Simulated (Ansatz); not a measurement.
The cluster Ge₃Te₃, relaxed as a singlet with RKS r2SCAN-D4/def2-SVP in Ansatz, starting from the GFN2-xTB geometry. Force threshold 0.02 eV/Å.

In the def2 sets Te takes a core potential; there is no spin–orbit coupling. Another isomer (singlet) lies 0.08 eV lower at PBE0-D4/def2-TZVP; other spin states weren't run for this one.

Start:

```xyz
6

Ge   -0.958   -0.930    0.640
Ge    1.821   -1.092   -1.322
Ge   -1.022    2.278   -0.428
Te    1.536   -1.768    1.071
Te   -0.876    1.406    1.916
Te   -0.501    0.106   -1.877
```

```tsv
step	energy (eV)	largest force component (eV/Å)	SCF passes
1	-191426.0430	0.545	18
2 (rejected)	-191426.0053	0.643	28
3	-191426.0912	0.054	23
4	-191426.0927	0.025	23
5	-191426.0938	0.018	22
6	-191426.0944	0.015	22
```

Force components are those of the run's own axes.

End:

Cartesian coordinates in Å:
```
Ge -1.0078 -0.9951 0.6734
Ge 1.8503 -1.0866 -1.3572
Ge -0.9366 2.3329 -0.4293
Te 1.5467 -1.7093 1.0791
Te -0.9090 1.3788 1.9186
Te -0.5436 0.0793 -1.8846
```

By distances, no bond broke or formed. The bond that changes most is Ge1–Te6, from 2.76 to 2.81 Å (atoms count from 1).

The force fell under the threshold at step 5, but the optimiser went on. No frequencies were taken in this run, so the end may be a saddle point.

Hardware: 4 threads of Intel Xeon on a shared host. Wall time 20 s.
